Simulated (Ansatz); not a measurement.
One change: `C=NC(F)N[SiH3]` becomes `C=NC(F)[SiH2]N`.

Ansatz, PBE0-D4/def2-TZVP geometries, multiplicity 1. Each molecule was computed in one conformer, which needn't be the lowest.

```tsv
property	`C=NC(F)N[SiH3]`
LUMO energy (PBE/def2-TZVPP) / eV	-1.96
HOMO–LUMO gap (PBE/def2-TZVPP) / eV	4.22
HOMO energy (B3LYP/def2-TZVPP) / eV	-7.38
HOMO energy (PBE0/def2-TZVPP) / eV	-7.62
HOMO energy (PBE/def2-TZVPP) / eV	-6.18
HOMO–LUMO gap (PBE0/def2-TZVPP) / eV	6.77
```

Question: Give the same properties after the change, and the shifts. (Estimate.)

Answer: The calculation gave: 
```json
{"property": "LUMO energy (PBE/def2-TZVPP) / eV", "`C=NC(F)[SiH2]N`": "-1.58", "shift": "0.38"}
{"property": "HOMO–LUMO gap (PBE/def2-TZVPP) / eV", "`C=NC(F)[SiH2]N`": "4.48", "shift": "0.26"}
{"property": "HOMO energy (B3LYP/def2-TZVPP) / eV", "`C=NC(F)[SiH2]N`": "-7.18", "shift": "0.20"}
{"property": "HOMO energy (PBE0/def2-TZVPP) / eV", "`C=NC(F)[SiH2]N`": "-7.37", "shift": "0.25"}
{"property": "HOMO energy (PBE/def2-TZVPP) / eV", "`C=NC(F)[SiH2]N`": "-6.06", "shift": "0.12"}
{"property": "HOMO–LUMO gap (PBE0/def2-TZVPP) / eV", "`C=NC(F)[SiH2]N`": "6.84", "shift": "0.07"}
```

With PBE0 the HOMO rises by 0.25 eV and the LUMO rises by 0.31 eV, so the gap widens by about 0.06 eV. PBE moves the HOMO by 0.12 eV and ωB97M-V by 0.33 eV.

B3LYP here is the variant with VWN-RPA as its local correlation; programs differ in this.
